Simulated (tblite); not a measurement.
C₅H₅FNO₃ (charge +1).
Z-matrix (Å and degrees, GFN2-xTB geometry), rows numbered from 1:
```
O 
C   1  1.1902
O   2  1.3513  1  123.22
C   3  1.3985  2  116.45  1    -7.63
N   4  1.4646  3  110.91  2    62.49
C   5  1.3827  4  126.64  3    61.04
C   6  1.3521  5  106.31  4  -174.79
O   7  1.3565  6  108.62  5     0.16
C   8  1.2900  7  106.82  6     0.58
F   9  1.2808  5  125.30  4    -7.22
H   2  1.0946  1  127.41  3   178.07
H   4  1.0943  3  106.64  2  -178.44
H   4  1.0988  3  111.18  2   -57.17
H   6  1.0731  5  122.34  4     4.86
H   7  1.0750  6  133.15  5  -179.75
```

All values are computed: GFN2-xTB (tblite) harmonic vibrations without scaling, gas phase. The method is semi-empirical: single wavenumbers can be off by several per cent or more. One conformer, not necessarily the lowest.

Harmonic wavenumbers (cm⁻¹): 42.2, 60.8, 120.5, 205.3, 251.1, 293.4, 345.6, 394.2, 490.1, 614.2, 642.5, 664.8, 728.5, 796.6, 805.0, 830.1, 901.9, 937.5, 963.3, 1007.1, 1028.6, 1065.5, 1074.0, 1134.8, 1187.0, 1210.8, 1282.0, 1282.4, 1326.1, 1388.7, 1440.1, 1525.2, 1570.9, 1789.9, 2927.5, 2935.1, 2978.2, 3143.2, 3171.6.

A = 2291, B = 1192, C = 1011 MHz; mass 146.025 u (most abundant isotopes); point group C1, symmetry number 1.

Problem. Zero-point energy?

Solution. ½Σν̃ = 22278 cm⁻¹ = 63.70 kcal/mol.

Problem. Give the ideal-gas entropy at 350 K and 1 bar in the rigid-rotor, harmonic-oscillator model (classical rotation).

Solution. Translation 41.67, rotation 29.62, vibration 28.19: S = 99.5 cal/(mol K).

Problem. And Cp and H(350 K) − H(0)?

Solution. Cp = 37.76 cal/(mol K), of which vibrations give 29.81 (their classical limit is 39 R = 77.5); H(350 K) − H(0) = 7.89 kcal/mol without the zero-point energy, 5.11 from vibrations.

Problem. What must be added to the electronic energy to get the Gibbs energy at 350 K and 1 bar?

Solution. ZPE + [H(350 K) − H(0)] − T·S = 63.70 + 7.89 − 34.82 = 36.77 kcal/mol.

Problem. Blend soft modes into free rotors: weight 1/[1 + (100 cm⁻¹/ν̃)⁴] for the oscillator and the rest for a rotor with moment μB/(μ + B), μ = h/(8π²ν), B = 10⁻⁴⁴ kg m². What vibrational entropy results?

Solution. 25.37 cal/(mol K) in place of 28.19, which changes −T·S at 350 K by +0.99 kcal/mol.

Hindered rotation and anharmonicity are outside this model. Other conformers, if any are populated, would add a mixing term that is left out. The structure is chiral; the term R ln 2 for an equal mix with its mirror image is left out.
